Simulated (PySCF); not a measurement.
Si(H)(Br)(Me)2 (C₂H₇BrSi), SMILES C[SiH](C)Br.

Geometry: PBE0-D3(BJ)/def2-SVP.

These are PySCF with r2SCAN/def2-TZVP values and carry that method's errors.

Symmetry labels are those of the subgroup Cs that the program uses (full group Cs).

Computed valence orbital energies around the gap with their symmetry:
| orbital | symmetry | energy (eV) |
|---|---|---|
| HOMO−7 | A' | -10.75 |
| HOMO−6 | A" | -10.34 |
| HOMO−5 | A" | -10.26 |
| HOMO−4 | A' | -8.75 |
| HOMO−3 | A' | -8.60 |
| HOMO−2 | A" | -8.45 |
| HOMO−1 | A' | -7.14 |
| HOMO | A" | -7.14 |
| LUMO | A' | 0.01 |
| LUMO+1 | A" | 0.92 |
| LUMO+2 | A' | 1.03 |
| LUMO+3 | A' | 1.65 |
